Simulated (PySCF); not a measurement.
C3H10OSi2, SMILES C[C@@H]1O[C@@H]([SiH2]1)[SiH3]. Atoms are numbered in the order given.

```xyz
16

C      2.1837     1.0213    -0.6240
C      1.3906    -0.2719    -0.7024
O      0.0505    -0.0426    -1.2401
C     -0.8478    -0.5633    -0.2084
Si    -2.0150     0.8160     0.3808
Si     0.6456    -1.0439     0.8978
H      2.2518     1.4929    -1.6267
H      1.7078     1.7506     0.0626
H      3.2154     0.8258    -0.2652
H      1.9229    -1.0077    -1.3504
H     -1.4262    -1.4407    -0.5828
H     -2.9551     0.2760     1.4296
H     -1.1998     1.9285     0.9826
H     -2.8201     1.3688    -0.7634
H      0.8340    -0.2722     2.1782
H      0.8782    -2.5070     1.1665
```
Charge 0, spin multiplicity 1.

The structure is a stationary point at PBE-D3(BJ)/def2-SVP. The structure was generated by enumeration; whether it is a known compound was not checked.

Level of theory: M06-2X/def2-TZVP (PySCF).

Computed frontier levels, gap, dipole moment and polarisability:
```json
{
  "highest_occupied_level": "-8.46 eV",
  "lowest_empty_level": "0.39 eV",
  "orbital_gap": "8.85 eV",
  "dipole_moment": "1.78 D",
  "quadrupole, principal values (traceless, Buckingham form, about the centre of nuclear charge)": "-4.47, 0.26, 4.21 D·Å",
  "mean_static_polarisability": "92.5 bohr³ (13.71 Å³)",
  "polarisability_principal_values": "80.8, 93.3, 103.4 bohr³"
}
```
